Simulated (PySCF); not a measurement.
H₄O₄Ti, SMILES [OH][Ti]([OH])([OH])[OH], multiplicity 1.

The structure is a stationary point at PBE-D3(BJ)/def2-SVP. The multiplicity is an assumed one; no other spin state was optimised. The isomer is the one that the SMILES or the coordinates give; other isomers of the formula were not compared. The values are those of a single conformer.

These are PBE/def2-TZVP (PySCF) values and carry that method's errors.

Gas-phase values at a fixed geometry.

Computed frontier levels, gap, dipole moment and polarisability:
```yaml
highest_occupied_level: -7.33 eV
lowest_empty_level: -2.24 eV
orbital_gap: 5.09 eV
dipole_moment: 0.00 D
quadrupole, principal values (traceless, Buckingham form, about the centre of nuclear charge): -14.88, 7.44, 7.44 D·Å
mean_static_polarisability: 51.9 bohr³ (7.68 Å³)
polarisability_principal_values: 47.3, 54.1, 54.1 bohr³
```
